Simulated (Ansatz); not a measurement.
BF$_{3}$H$_{2}$O (`[OH2+][B-](F)(F)F`), relaxed with RKS PBE-D4/def2-SVP in the Gaussian-basis code of Ansatz from a rough embedded geometry. The force threshold is 0.03 eV/Å; the program also tests the step.

Total charge 0; spin multiplicity 1.

Start:

```xyz
7

O    -0.005    0.577    0.745
B    -0.162   -0.165   -0.447
F    -0.038    0.736   -1.549
F     0.799   -1.191   -0.602
F    -1.483   -0.809   -0.470
H     0.921    0.936    0.810
H    -0.031   -0.084    1.514
```

**Question.** How much energy does the relaxation release, and in how many steps? (An estimate is asked.)

**Answer.** The calculation gave: 99.74 kJ/mol, in 17 steps, 1 of them rejected.

**Question.** Which bonds change most? (Estimate.)

**Answer.** Computed: O1–B2 from 1.413 to 1.804 Å; B2–F5 from 1.469 to 1.365 Å; B2–F3 from 1.429 to 1.347 Å; B2–F4 from 1.414 to 1.365 Å.

**Question.** Give the relaxed structure. (An estimate is asked.)

**Answer.** Ansatz gave: 
```xyz
7

O     0.187    0.707    0.802
B    -0.167   -0.244   -0.688
F    -0.336    0.709   -1.625
F     0.978   -0.984   -0.756
F    -1.283   -0.906   -0.265
H     1.066    0.375    1.079
H    -0.446    0.343    1.454
```
